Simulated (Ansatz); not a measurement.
Cost and result for the atomization energy of C2H4AlFS (9 atoms, 10 bonds).

Z-matrix (Å, degrees):
```
C
S 1 1.870
C 1 1.524 2 102.1
F 1 1.354 2 113.2 3 -130.8
Al 1 1.902 2 80.1 3 65.3
H 2 1.347 1 97.6 3 -159.6
H 3 1.092 1 109.5 2 -179.2
H 3 1.093 1 119.8 2 -49.5
H 5 1.571 1 154.7 2 92.8
```

Total charge 0; spin multiplicity 1. The bonds changed during the relaxation, so this is another structure than the one it started from. All single points use the PBE0-D4/def2-TZVP geometry. It is one conformer, not always the lowest. Program: Ansatz. All runs use 4 threads of an Arm Neoverse V1 on a shared host. Times are those of one run each, without the atoms' runs, and a repeat can differ threefold. Electronic energies, without spin–orbit coupling; frozen cores. CCSD(T)/CBS adds CCSD(T) − MP2 in def2-TZVPP to the MP2 limit, and its time is that of the two runs behind it. T1 = 0.014. B3LYP takes the VWN-RPA correlation (the form of Gaussian; ORCA's B3LYP/G).

CCSD(T)/CBS is a level of theory with its own doubt, some kJ/mol a heavy atom from the limit and from the frozen cores, so smaller differences don't rank the functionals.

```json
{"level": "PBE-D4/def2-TZVPP (with forces)", "functions": "233", "wall time": "2.3 s", "atomization (kJ/mol)": "3129.8", "difference from CCSD(T)/CBS": "108.6", "per bond": "10.9"}
{"level": "PBE0-D4/def2-TZVPP", "functions": "233", "wall time": "2.8 s", "atomization (kJ/mol)": "3050.1", "difference from CCSD(T)/CBS": "28.9", "per bond": "2.9"}
{"level": "B3LYP-D4/def2-TZVPP (with forces)", "functions": "233", "wall time": "4.3 s", "atomization (kJ/mol)": "3003.7", "difference from CCSD(T)/CBS": "-17.5", "per bond": "-1.8"}
{"level": "r2SCAN-D4/def2-TZVPP (with forces)", "functions": "233", "wall time": "4.8 s", "atomization (kJ/mol)": "3059.7", "difference from CCSD(T)/CBS": "38.5", "per bond": "3.9"}
{"level": "B2PLYP/def2-TZVPP", "functions": "233", "wall time": "4.9 s", "atomization (kJ/mol)": "2972.6", "difference from CCSD(T)/CBS": "-48.6", "per bond": "-4.9"}
{"level": "ωB97X-V/def2-TZVPP", "functions": "233", "wall time": "7.5 s", "atomization (kJ/mol)": "3039.8", "difference from CCSD(T)/CBS": "18.6", "per bond": "1.9"}
{"level": "ωB97M-V/def2-TZVPP (with forces)", "functions": "233", "wall time": "11 s", "atomization (kJ/mol)": "3043.5", "difference from CCSD(T)/CBS": "22.3", "per bond": "2.2"}
{"level": "MP2/def2-QZVPP", "functions": "431", "wall time": "17 s", "atomization (kJ/mol)": "3062.7", "difference from CCSD(T)/CBS": "41.5", "per bond": "4.2"}
{"level": "CCSD(T)/def2-TZVPP", "functions": "233", "wall time": "89 s", "atomization (kJ/mol)": "2927.0", "difference from CCSD(T)/CBS": "-94.2", "per bond": "-9.4"}
{"level": "CCSD(T)/CBS(def2)", "functions": "–", "wall time": "110 s", "atomization (kJ/mol)": "3021.2", "difference from CCSD(T)/CBS": "0.0", "per bond": "0.0"}
```

In def2-TZVPP, CCSD(T) changes the Hartree–Fock value by +861.1 kJ/mol (the triples alone add +66.6 kJ/mol) and MP2 by +941.2 kJ/mol; breaking electron pairs costs correlation energy, which Hartree–Fock lacks. From PBE to PBE0 (25 % exact exchange), in def2-TZVPP and without D4, the atomization energy moves by −76.4 kJ/mol: exact exchange takes away binding that semilocal exchange gives to molecules. The D4 term adds +34.4 kJ/mol with B3LYP and +17.7 kJ/mol with PBE0; it sums over pairs of atoms, weighted by their polarisabilities, and B3LYP, whose exchange is more repulsive, gets the larger term.
